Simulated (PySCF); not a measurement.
C4H7FOSi2 (charge -1 and doublet state).
Z-matrix (Å and degrees, GFN2-xTB geometry), rows numbered from 1:
```
F 
C   1  1.3684
C   2  1.4000  1  125.18
Si  3  1.8646  2  129.92  1    28.04
Si  4  2.3161  3  132.25  2    75.58
O   3  1.3969  2  105.49  1   179.97
C   6  1.3735  3  108.15  2     1.90
C   7  1.3704  6  110.66  3    -0.94
H   4  1.4928  3  102.34  2  -161.25
H   4  1.4852  3  102.81  2   -51.17
H   5  1.4818  4  110.40  3   -63.04
H   5  1.4999  4  132.34  3   172.80
H   5  1.4837  4  109.53  3    50.36
H   7  1.0723  6  117.05  3  -179.73
H   8  1.0742  2  127.59  1    -0.43
```

The hyperfine couplings belong to this conformer and change with its torsions.

The species is `C1([CH-][CH]OC=1[SiH2][SiH3])F` [radical] (charge -1).

Computed, not measured: UKS B3LYP, pcH-1 on C F H O Si, non-relativistic, mean-field spin-orbit, GIAO (PySCF). Whether the extra electron is bound in the gas phase wasn't checked; a finite basis holds it in any case. Couplings are sensitive to structure, and on GFN2-xTB geometries they can be far from those on DFT ones, by a factor of two or more for some ions and for spin on atoms past the first row. The SCF solution wasn't tested for stability.

Principal values of hyperfine tensors in MHz (contact, dipolar and spin–orbit terms together), for some of the nuclei:

```
atom  isotope       A1       A2       A3
 Si5     29Si  -328.87  -289.60  -276.59
 Si4     29Si  -328.76  -281.08  -269.30
 H12       1H   130.70   132.96   138.83
  C3      13C   113.40   126.22   152.53
  C7      13C     4.44     5.66    58.69
  F1      19F   -14.27    -3.21    65.38
 H14       1H   -25.20   -15.54    -6.60
  C8      13C   -21.37    -7.94    -7.73
```

**Question.** Give the isotropic coupling of each nucleus in MHz and in mT (g = 2.0039), and the anisotropic part.

**Answer.** a_iso is a third of the trace, T = A − a_iso, and a(mT) = a(MHz)/(g × 13.996). The tensors hold a spin–orbit part: the run splits a_iso into a_FC + a_SO, and T includes its anisotropic share.

```tsv
atom	a_iso (MHz)	a_FC	a_SO	a_iso (mT)	T1	T2	T3
Si5	-298.35	-298.62	0.26	-10.637	-30.52	8.75	21.77
Si4	-293.05	-293.36	0.31	-10.448	-35.71	11.97	23.74
H12	134.16	134.15	0.01	4.783	-3.47	-1.20	4.67
C3	130.72	130.75	-0.03	4.661	-17.32	-4.50	21.81
C7	22.93	22.93	0.00	0.818	-18.50	-17.27	35.76
F1	15.97	15.97	0.00	0.569	-30.23	-19.18	49.41
H14	-15.78	-15.79	0.01	-0.563	-9.42	0.24	9.18
C8	-12.35	-12.36	0.01	-0.440	-9.02	4.41	4.62
```

**Question.** What spin density at the nucleus of H14 lies behind its contact coupling (g_N = 5.58569)?

**Answer.** a_FC = (2μ0/3) gₑ μB g_N μN ρ(0)/(2S·h) = 800.24 MHz × g_N × ρ(0)/(2S), with ρ in bohr⁻³. With a_FC = -15.79 MHz and 2S = 1, ρ(0) = -0.003532 bohr⁻³. In magnitude that is 1.1 % of the 1/π = 0.318 of a free hydrogen atom.

**Question.** C2 (13C, g_N = 1.40482) isn't in the table. Its spin density at the nucleus is 0.01378 bohr⁻³. What is its contact coupling?

**Answer.** By the same relation, a_FC = 15.49 MHz. Its full tensor has the principal values 1.28, 2.09, 43.07 MHz.

**Question.** Name the largest traceless tensor T of the table and describe it.

**Answer.** F1: -30.2, -19.2, 49.4 MHz, rhombic: the two smaller values differ by 22 % of the largest.

**Question.** What first-order splitting does Si5 cause when the field lies along A1, A2 or A3 of its tensor (g taken as isotropic, no quadrupole term)?

**Answer.** 2 lines (I = 1/2), spaced by |A_i|/(g × 13.996): 11.73, 10.33, 9.86 mT along the axes of A1, A2 and A3.

The SMILES draws the unpaired electron on C7; the largest computed Mulliken spin population is on Si4 (0.34 against 0.22).
